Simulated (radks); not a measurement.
The numbers below are computed, except where a source is named.
All-electron atom: Pb in [Xe] 4f14 5d10 6s1 6p3 (not the ground configuration).

Code: a radial shooting solver on a logarithmic mesh with Libxc functionals. Model: scalar-relativistic Kohn-Sham, PBE, spin-unpolarised, spherical densities, point nucleus.

Energy parts (eV):
part                       energy
total                  -568216.93
kinetic                 642478.59
electron-nucleus      -1418811.31
Hartree                 218627.66
exchange-correlation    -10511.87

Orbitals (lengths in bohr, moments of r in powers of bohr):
| orbital | occ. | eigenvalue (eV) | <r^4> |
|---|---|---|---|
| 1s | 2 | -88140.47 | 3.529e-07 |
| 2s | 2 | -15766.15 | 0.00005095 |
| 2p | 6 | -13521.04 | 0.00004235 |
| 3s | 2 | -3786.092 | 0.001828 |
| 3p | 6 | -3142.504 | 0.002043 |
| 3d | 10 | -2486.892 | 0.001569 |
| 4s | 2 | -858.6237 | 0.03992 |
| 4p | 6 | -647.7622 | 0.05370 |
| 4d | 10 | -403.9197 | 0.07224 |
| 5s | 2 | -145.9890 | 0.9572 |
| 4f | 14 | -134.7186 | 0.1191 |
| 5p | 6 | -87.6556 | 1.722 |
| 5d | 10 | -22.8736 | 6.668 |
| 6s | 1 | -13.1443 | 54.23 |
| 6p | 3 | -4.2181 | 256.4 |

The highest occupied level is 6p at -4.218 eV. The density falls to 0.001 e/bohr^3 at r = 4.90 bohr.
